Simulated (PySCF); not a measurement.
An EPR property job and its printed output. Input:

```
{"job": {"kind": "epr", "basis": "pcH-1"}, "charge": 0, "multiplicity": 2}
B     -0.696550     1.510114     0.279279
C     -0.070595     0.156139     0.028920
C     -0.875180    -1.085138    -0.139301
C      1.400175    -0.051138    -0.074904
H     -0.021336     2.463886     0.377604
H     -1.861178     1.608494     0.375398
H     -0.529807    -1.668713    -0.995578
H     -0.759531    -1.726475     0.739832
H     -1.932155    -0.863115    -0.257120
H      1.952308     0.816460     0.276100
H      1.717605    -0.934783     0.483079
H      1.677443    -0.226416    -1.119336
```

Method: UKS B3LYP, pcH-1 on B C H, non-relativistic, mean-field spin-orbit, GIAO in PySCF 2.14.0. Geometry: GFN2-xTB; no solvent, vibrations or thermal averaging. The geometry wasn't refined by DFT: couplings that depend on bond lengths, twists or pyramidal angles can differ widely from those at the functional's own minimum.

Output of the driver script. The program numbers atoms from 0.

```
UKS, coarse grid
  cycle   1  E = -143.90700017  |g| = 2.63e-01
  cycle   2  E = -143.91262526  |g| = 2.59e-01
  cycle   3  E = -143.94864915  |g| = 2.99e-02
  cycle   4  E = -143.94898656  |g| = 1.82e-02
  cycle   5  E = -143.94919077  |g| = 3.93e-03
  cycle   6  E = -143.94919918  |g| = 1.84e-03
  cycle   7  E = -143.94920157  |g| = 5.10e-04
UKS, final grid
  cycle   1  E = -143.94916509  |g| = 5.35e-04
  cycle   2  E = -143.94916497  |g| = 7.61e-04
  cycle   3  E = -143.94916526  |g| = 4.01e-05
  cycle   4  E = -143.94916526  |g| = 3.25e-05
  cycle   5  E = -143.94916526  |g| = 6.47e-06
E = -143.94916526 Eh   <S^2> = 0.7524 (exact 0.7500)
g shifts (ppm)      1          2          3
  rmc          -111       -111       -111
  gc             -4         17         23
  oz_so          -4        284        779
  total        -120        190        691
hyperfine (MHz)  atom isotope    a_iso     a_fc   dipolar eigenvalues
    0   11B      -5.61      -5.61    -16.63    -10.30     26.93
    1   13C      43.13      43.13    -55.83    -55.79    111.61
    2   13C     -23.10     -23.10     -2.36      1.02      1.34
    3   13C     -23.00     -23.00     -2.38      0.99      1.39
    4    1H     -15.16     -15.16     -9.23     -2.26     11.49
    5    1H     -15.16     -15.16     -9.24     -2.26     11.50
    6    1H      63.54      63.54     -4.06     -2.90      6.96
    7    1H     106.52     106.52     -4.45     -2.98      7.43
    8    1H       5.80       5.80     -3.84     -3.51      7.35
    9    1H       7.41       7.41     -3.85     -3.50      7.35
   10    1H      59.11      59.11     -4.02     -2.90      6.92
   11    1H     108.54     108.54     -4.50     -2.94      7.44
```

|g| in the SCF lines is the orbital gradient. In the g block, columns 1 to 3 are the principal axes in rising order; rmc is the relativistic mass correction, gc the gauge correction and oz_so the orbital-Zeeman/spin–orbit term. a_fc is the Fermi-contact part of a_iso, here all of it, since this run has no spin–orbit term in the hyperfine coupling.

(1) What does the output say about convergence, stability and spin contamination?

(2) What are the principal g values and g_iso?

(3) Which couplings shape the isotropic spectrum at natural abundance (0.05 mT or more)? Keep the log's numbering.

(4) What are the principal values of the full tensor of atom 1 (13C)?

Answers

(1) The SCF converged after 12 cycles in all, 7 of them on the coarse grid; no stability test was run. The unrestricted determinant has ⟨S²⟩ = 0.7524 (exact 0.7500), so spin contamination is small.

(2) Adding the total shifts to 2.002319 gives 2.00220, 2.00251, 2.00301; their mean shift is 254 ppm, so g_iso = 2.00257.

(3) atoms 6, 7, 8 (1H, I = 1/2): mean 58.6 MHz = 2.09 mT in magnitude, a 1:3:3:1 quartet; atoms 9, 10, 11 (1H, I = 1/2): mean 58.4 MHz = 2.08 mT in magnitude, a 1:3:3:1 quartet; atom 5 (1H, I = 1/2): -15.2 MHz = 0.54 mT in magnitude, a 1:1 doublet; atom 4 (1H, I = 1/2): -15.2 MHz = 0.54 mT in magnitude, a 1:1 doublet; atom 0 (11B, I = 3/2): -5.6 MHz = 0.20 mT in magnitude, a 1:1:1:1 quartet. Together 256 lines to first order. Nuclei that the bonding pattern makes equivalent are averaged, as if the motion that swaps them (rotation, inversion, ring flip) were fast. H5 and H6 aren't averaged: B1 is flat or nearly so (angle sum 360°), and its turn about the short B1–C2 bond (1.51 Å) is taken as slow. The three 1H nuclei of mean +58.4 MHz run from 7.4 to 108.5 MHz in the frozen geometry. The three 1H nuclei of mean +58.6 MHz run from 5.8 to 106.5 MHz in the frozen geometry. Main isotope only: 11B (natural samples also hold 20 % 10B, magnetic too, which adds its own pattern).

(4) a_iso plus each dipolar eigenvalue: -12.69, -12.66, 154.74 MHz.

The species is `C[C](C)B` [radical]. The run used 180 basis functions and 6 iterations of the response equations.
Labels such as C1 count atoms from 1, the log's own numbers from 0.
